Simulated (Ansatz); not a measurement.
The cluster Si₄Te₃⁺, relaxed as a doublet with UKS PBE-D4/def2-SVP in Ansatz, starting from the GFN1-xTB geometry. Force threshold 0.03 eV/Å.

In the def2 sets Te takes a core potential; there is no spin–orbit coupling. The relaxation made no stability test and no search for a lower SCF solution. The structure comes from a short search, and lower isomers may exist.

Start:

```xyz
7

Si    1.3358    0.2741    1.8061
Si   -0.8965    0.0154   -2.0055
Si   -0.5762    0.9011    0.5123
Si   -0.2089   -1.4875   -0.2516
Te    1.6452    0.3564   -0.9469
Te   -2.0245    2.1333   -1.0875
Te    0.7250   -2.1928    1.9731
```

(1) Estimate the energy that the relaxation releases and the steps that it takes.

(2) Does the start keep its bonding?

(3) Predict the relaxed structure.

Results:

(1) 0.18 eV, in 7 steps; 26 s on 4 threads of Arm Neoverse V2 on a shared host. No frequencies were taken in this run, so the end may be a saddle point.

(2) By distances, no bond broke or formed. The bond that changes most is Si2–Te5, from 2.77 to 2.95 Å (atoms count from 1).

(3) 
```xyz
7

Si    1.330    0.291    1.743
Si   -0.941    0.003   -1.995
Si   -0.563    0.932    0.415
Si   -0.003   -1.465   -0.272
Te    1.815    0.310   -0.994
Te   -2.174    2.151   -0.947
Te    0.536   -2.221    2.049
```
Bond lengths: 8 × Si–Te 2.44 to 2.95 Å; 4 × Si–Si 2.40 to 2.61 Å.
